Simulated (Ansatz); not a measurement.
Job for Ansatz (a program for electronic structure): R-B3LYP-D3(BJ)/def2-TZVP on CdH3N (SMILES [NH2][CdH]). Elements past Kr take the def2 small-core potentials; no spin–orbit coupling.

Ansatz 0.2 input:
```yaml
crystal:
  periodic: [false, false, false]
  atoms:
    - {symbol: Cd, position_ang: [-0.58587540, -0.06032509, -0.91298276]}
    - {symbol: H, position_ang: [-1.66911184, -0.32029342, -2.16203293]}
    - {symbol: N, position_ang: [0.70880287, 0.21350430, 0.60285587]}
    - {symbol: H, position_ang: [1.07309050, -0.62310316, 1.08323774]}
    - {symbol: H, position_ang: [0.44620828, 0.80509064, 1.36031496]}
basis:
  gaussian:
    orbitals: def2-TZVP
hamiltonian:
  xc: b3lyp
  dispersion: d3bj
relax: {f_tol: 0.003, max_steps: 120}
```

Program output:

```
WARN ansatz: RAYON_NUM_THREADS=1 ignored (pool sized by the plan → 1); use --threads N
Functional definition: B3LYP
integrals: 0.02 GiB planned
685 factors; their error is unknown
mean field: 0.22 GiB planned
mean field evaluation 1: about -6096.1351 eV, gradient 7.1e1 eV
mean field evaluation 2: about -6041.4516 eV, gradient 1.4e2 eV
mean field evaluation 4: about -6105.6176 eV, gradient 1.0e1 eV
mean field evaluation 8: about -6105.7810 eV, gradient 1.1e-1 eV
mean field evaluation 16: about -6105.8414 eV, gradient 3.5e-4 eV
mean field -6105.84137579 eV, -224.3855318723 hartree, gradient 5.6e-5 eV, S^2 0.000000; 0 other end points of the search recorded, 0 dependent functions left out
the calculation of the forces begins
reference -6105.84159559 eV, -224.3855399498 hartree; 15, 15 occupied and 74, 74 virtual orbitals, 685 factors
relax step   1: F+E_penalty+E_count = -6105.95572594 eV  Δ(F+E_penalty+E_count) = +0.000e0 eV  max|allowed force component| = 1.007e0 eV/Å  Δτ_max = 0.0000 Å  (27 SCF iters, accepted)
these checks for a lower state are left out or cut short: starts, cluster_reference, orbital_swaps, neighbouring_geometries, increment
integrals: 0.02 GiB planned
685 factors; their error is unknown
mean field: 0.22 GiB planned
mean field -6105.88204274 eV, -224.3870263550 hartree, gradient 7.5e-6 eV, S^2 0.000000; 0 other end points of the search recorded, 0 dependent functions left out
the calculation of the forces begins
reference -6105.88226271 eV, -224.3870344388 hartree; 15, 15 occupied and 74, 74 virtual orbitals, 685 factors
relax step   2: F+E_penalty+E_count = -6105.99660090 eV  Δ(F+E_penalty+E_count) = -4.087e-2 eV  max|allowed force component| = 3.110e-1 eV/Å  Δτ_max = 0.0763 Å  (31 SCF iters, accepted)
these checks for a lower state are left out or cut short: starts, cluster_reference, orbital_swaps, neighbouring_geometries, increment
integrals: 0.02 GiB planned
685 factors; their error is unknown
mean field: 0.22 GiB planned
mean field evaluation 32: about -6105.8862 eV, gradient 2.5e-5 eV
mean field -6105.88620905 eV, -224.3871794644 hartree, gradient 2.5e-5 eV, S^2 0.000000; 0 other end points of the search recorded, 0 dependent functions left out
the calculation of the forces begins
reference -6105.88642894 eV, -224.3871875452 hartree; 15, 15 occupied and 74, 74 virtual orbitals, 685 factors
relax step   3: F+E_penalty+E_count = -6106.00084898 eV  Δ(F+E_penalty+E_count) = -4.248e-3 eV  max|allowed force component| = 9.001e-2 eV/Å  Δτ_max = 0.0161 Å  (30 SCF iters, accepted)
these checks for a lower state are left out or cut short: starts, cluster_reference, orbital_swaps, neighbouring_geometries, increment
integrals: 0.02 GiB planned
685 factors; their error is unknown
mean field: 0.22 GiB planned
mean field -6105.88643958 eV, -224.3871879363 hartree, gradient 2.5e-5 eV, S^2 0.000000; 0 other end points of the search recorded, 0 dependent functions left out
the calculation of the forces begins
reference -6105.88665948 eV, -224.3871960173 hartree; 15, 15 occupied and 74, 74 virtual orbitals, 685 factors
relax step   4: F+E_penalty+E_count = -6106.00109141 eV  Δ(F+E_penalty+E_count) = -2.424e-4 eV  max|allowed force component| = 3.169e-3 eV/Å  Δτ_max = 0.0055 Å  (31 SCF iters, accepted)
these checks for a lower state are left out or cut short: starts, cluster_reference, orbital_swaps, neighbouring_geometries, increment
integrals: 0.02 GiB planned
685 factors; their error is unknown
mean field: 0.22 GiB planned
mean field -6105.88643452 eV, -224.3871877502 hartree, gradient 2.5e-5 eV, S^2 0.000000; 0 other end points of the search recorded, 0 dependent functions left out
the calculation of the forces begins
reference -6105.88665441 eV, -224.3871958308 hartree; 15, 15 occupied and 74, 74 virtual orbitals, 685 factors
relax step   5: F+E_penalty+E_count = -6106.00109351 eV  Δ(F+E_penalty+E_count) = -2.095e-6 eV  max|allowed force component| = 7.372e-4 eV/Å  Δτ_max = 0.0008 Å  (33 SCF iters, accepted)
integrals: 0.02 GiB planned
685 factors; their error is unknown
mean field: 0.22 GiB planned
mean field evaluation 64: about -6105.8864 eV, gradient 8.0e-2 eV
mean field -6105.88643452 eV, -224.3871877502 hartree, gradient 2.5e-5 eV, S^2 0.000000; 1 other end points of the search recorded, 0 dependent functions left out
the calculation of the forces begins
reference -6105.88665441 eV, -224.3871958308 hartree; 15, 15 occupied and 74, 74 virtual orbitals, 685 factors
Total energy: -6106.00131339 eV, -224.3914094708 hartree
Atom 0 at    -0.620136    -0.099002    -0.870865 Å, force    -0.000292    -0.000082    -0.000737 eV/Å
Atom 1 at    -1.636246    -0.294615    -2.163801 Å, force    -0.000225    -0.000048    -0.000026 eV/Å
Atom 2 at     0.734697     0.210191     0.607008 Å, force     0.000559     0.000087     0.000555 eV/Å
Atom 3 at     1.072082    -0.633773     1.055213 Å, force    -0.000024     0.000001     0.000056 eV/Å
Atom 4 at     0.422717     0.832071     1.343838 Å, force    -0.000018     0.000043     0.000151 eV/Å
Dipole moment:    -0.155908    -0.095694     0.135307 e Å
```

Self-consistency was reached.

Cost: about 15 core-seconds (a rough figure).
